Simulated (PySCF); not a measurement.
Screening by computed properties: pick the candidate that meets the target.

Species are written as SMILES; each is one conformer at its optimised geometry, gas phase, non-relativistic unless stated. Electronic properties by PySCF.

Dipoles, sizes and rotational constants follow the conformer. The torsions of the flexible species, by atom-mapped SMILES:
- `[CH3:1][O:2][C:3](=[S:4])[CH2:5][CH:6]1[CH2:7][CH2:8]1`: C1–O2–C3–S4 1°, O2–C3–C5–C6 80°, C3–C5–C6–C7 148°
- `[CH2:1]=[CH:2][C@@H:3]1[CH2:4][S:5][C@@H:6]1[O:7][CH3:8]`: C1–C2–C3–C4 -123°, S5–C6–O7–C8 73°
- `[CH2:1]=[C:2]([CH3:3])[CH2:4][O:5][C:6]([CH3:7])=[S:8]`: C1–C2–C4–O5 -123°, C2–C4–O5–C6 177°, C4–O5–C6–C7 -2°
- `[CH2:1]=[CH:2]/[C:3]([CH3:4])=[CH:5]/[S@@:6]([CH3:7])=[O:8]`: C1–C2–C3–C4 -2°, C3–C5–S6–C7 91°
- `[O:1]=[C:2]1[O:3][CH2:4][CH:5]=[C:6]1[SiH:7]([F:8])[F:9]`: C5–C6–Si7–F8 -75°

Question: Wanted: lowest singlet excitation below 4 eV (TDDFT PBE0/def2-SVPD) and static isotropic polarisability above 100 au (PBE0/def2-SVPD), at GFN2-xTB geometries. Which candidate meets both?
A. `C=C[C@@H]1CS[C@@H]1OC`
B. `C=CC#CC#N`
C. `C=C(C)COC(C)=S`
D. `C=C/C(C)=C/[S@@](C)=O`
E. `COC(=S)CC1CC1`

Answer: C. Computed values:
```
              species  lowest singlet excitation  static isotropic polarisability
       C=C(C)COC(C)=S                    3.17 eV                         102.8 au
        COC(=S)CC1CC1                    3.44 eV                          94.7 au
C=C/C(C)=C/[S@@](C)=O                    4.22 eV                         105.9 au
            C=CC#CC#N                    4.56 eV                          71.9 au
C=C[C@@H]1CS[C@@H]1OC                    4.68 eV                          97.0 au
```

Question: Wanted: dipole moment above 4.4 D (PBE0/def2-SVPD) and electronic spatial extent ⟨r²⟩ about the centre of nuclear charge below 1400 bohr² (PBE0/def2-SVPD), at GFN2-xTB geometries. Which candidate meets both?
A. `COC(=S)CC1CC1`
B. `C=CC#CC#N`
C. `C=C[C@@H]1CS[C@@H]1OC`
D. `O=C1OCC=C1[SiH](F)F`
E. `C=C(C)COC(C)=S`

Answer: B. Computed values:
```csv
species,dipole moment,electronic spatial extent ⟨r²⟩ about the centre of nuclear charge
C=C[C@@H]1CS[C@@H]1OC,1.18 D,1260 bohr²
COC(=S)CC1CC1,2.28 D,1367 bohr²
O=C1OCC=C1[SiH](F)F,4.11 D,1416 bohr²
C=C(C)COC(C)=S,4.61 D,1595 bohr²
C=CC#CC#N,5.17 D,802 bohr²
```

Question: Wanted: lowest triplet excitation (Tamm–Dancoff) below 2.9 eV (TDA PBE0/def2-SVPD) and HOMO energy above -8 eV (PBE0/def2-SVPD), at GFN2-xTB geometries. Which candidate meets both?
A. `C=C[C@@H]1CS[C@@H]1OC`
B. `O=C1OCC=C1[SiH](F)F`
C. `C(=S)(CC1CC1)OC`
D. `C=C(C)COC(C)=S`

Answer: D. Computed values:
```csv
species,lowest triplet excitation (Tamm–Dancoff),HOMO energy
C=C(C)COC(C)=S,2.76 eV,-6.26 eV
C(=S)(CC1CC1)OC,3.04 eV,-6.45 eV
O=C1OCC=C1[SiH](F)F,3.93 eV,-8.49 eV
C=C[C@@H]1CS[C@@H]1OC,4.24 eV,-6.55 eV
```

Question: Wanted: HOMO–LUMO gap between 5 eV and 6.25 eV (PBE0/def2-SVPD) and smallest rotational constant above 1.2 GHz (GFN2-xTB), at GFN2-xTB geometries. Which candidate meets both?
A. `C=CC#CC#N`
B. `O=C1OCC=C1[SiH](F)F`
C. `C=C(C)COC(C)=S`
D. `C=C[C@@H]1CS[C@@H]1OC`
E. `COC(=S)CC1CC1`

Answer: A. Computed values:
| species | HOMO–LUMO gap | smallest rotational constant |
| --- | --- | --- |
| C=C(C)COC(C)=S | 4.93 eV | 0.727 GHz |
| COC(=S)CC1CC1 | 5.20 eV | 0.896 GHz |
| C=CC#CC#N | 5.55 eV | 1.353 GHz |
| C=C[C@@H]1CS[C@@H]1OC | 6.19 eV | 0.956 GHz |
| O=C1OCC=C1[SiH](F)F | 6.31 eV | 0.783 GHz |
